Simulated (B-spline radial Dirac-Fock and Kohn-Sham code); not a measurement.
**Binding energies of Gd⁵²⁺**

System: the Gd⁵²⁺ ion, configuration [Ne] 3s2; nuclear rms radius 5.1569 fm (A = 158).

Model: multi-electron Dirac-Fock with separately optimised hole states, Breit and Lamb-shift corrections added in first order. Program: a radial atomic solver. Correlation energy is missing from these numbers. Energies are counted from the vacuum level.

All terms are in eV, carry their sign (relaxation lowers the binding energy) and add up to the binding energy; ⟨r⟩ is the mean radius of the orbital in the initial state.

| subshell | −ε (Koopmans) | relaxation | Breit | self-energy | vacuum polarisation | binding energy | ⟨r⟩ (bohr) |
| --- | --- | --- | --- | --- | --- | --- | --- |
| K (1s) | 54451.2 | -24.51 | -139.11 | -88.13 | 14.39 | 54213.9 | 0.022 |
| L1 (2s) | 12133.6 | -3.49 | -14.81 | -12.33 | 1.86 | 12104.9 | 0.091 |
| L2 (2p1/2) | 11731.0 | -5.26 | -24.61 | 0.26 | 0.02 | 11701.4 | 0.076 |
| L3 (2p3/2) | 11008.9 | -4.35 | -15.26 | -0.78 | -0.08 | 10988.4 | 0.083 |
| M1 (3s) | 4920.8 | -0.22 | -3.70 | -3.36 | 0.49 | 4914.0 | 0.220 |

For the deepest level, K (1s), the Breit terms make up -0.257 % of the binding energy, QED -0.136 % and orbital relaxation -0.045 %.

Going to the tabulated ground configuration of the next ion removes an electron from M1 (3s), computed at 4914.0 eV. NIST lists 4914 ± 4 eV as the ionisation energy of this species (theoretical), -0.04 eV from the computed value, within the stated uncertainty.
